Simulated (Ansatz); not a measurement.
```yaml
crystal:
  periodic: [false, false, false]
  atoms:
    - {symbol: Cl, position_ang: [-1.869042, 0.399916, -0.447475]}
    - {symbol: h, position_ang: [0.269995, 0.163018, -0.472865]}
    - {symbol: Br, position_ang: [0.799613, -1.886537, 0.442643]}
    - {symbol: H, position_ang: [0.855034, 1.263302, 0.457397]}
basis:
  gaussian: {orbitals: def2-mTZVPP}
total_charge: 1
hamiltonian: {xc: {name: B3LYP5}}
output: {forces: true}
```

```sh
$ ansatz run in.yaml --threads 4 --pin off --events-out ev --progress --plain --max-ram 10444MiB
```

Shortened log:

```
Error: YAML parse error: error: line 5 column 16: `h` is not an element symbol (H … Og, case-exact)
 --> <input>:5:16
3 |   atoms:
4 |     - {symbol: Cl, position_ang: [-1.869042, 0.399916, -0.447475]}
5 |     - {symbol: h, position_ang: [0.269995, 0.163018, -0.472865]}
6 |     - {symbol: Br, position_ang: [0.799613, -1.886537, 0.442643]}
7 |     - {symbol: H, position_ang: [0.855034, 1.263302, 0.457397]}
```

In this input an element symbol is wrong. The program refused the input.
